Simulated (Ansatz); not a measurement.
CH6Sn (SMILES [CH3][SnH3]) moved off its minimum; all values from Ansatz (a quantum-chemistry and plane-wave program), cores frozen in correlated methods. Elements past Kr take the def2 small-core potentials, without spin–orbit coupling.
(charge 0, multiplicity 1)
```xyz
8

Sn    -0.2904    -0.1504    -0.0849
C      1.9429    -0.3666     0.0733
H     -1.1073    -1.0252    -1.3384
H     -0.8013     1.6633    -0.1516
H     -1.0242    -0.2756     1.4620
H      2.2244    -1.3697     0.1922
H      1.9427     0.3978     0.8129
H      2.2081     0.0728    -0.7746
```

**Question.** Give the forces (eV/Å), the total energy and the dipole at CCSD(T)/def2-TZVPPD.

**Answer.** 
| atom | Fx | Fy | Fz |
|---|---|---|---|
| Sn1 | -0.356 | 1.381 | 0.054 |
| C2 | -3.860 | -0.023 | 1.810 |
| H3 | 0.106 | 0.038 | 0.160 |
| H4 | 0.696 | -1.292 | -0.398 |
| H5 | -0.008 | -0.586 | 0.171 |
| H6 | 0.627 | -0.963 | 0.699 |
| H7 | 1.075 | -0.065 | 1.368 |
| H8 | 1.721 | 1.511 | -3.864 |
Energy -255.0206 hartree, dipole 1.35 D.
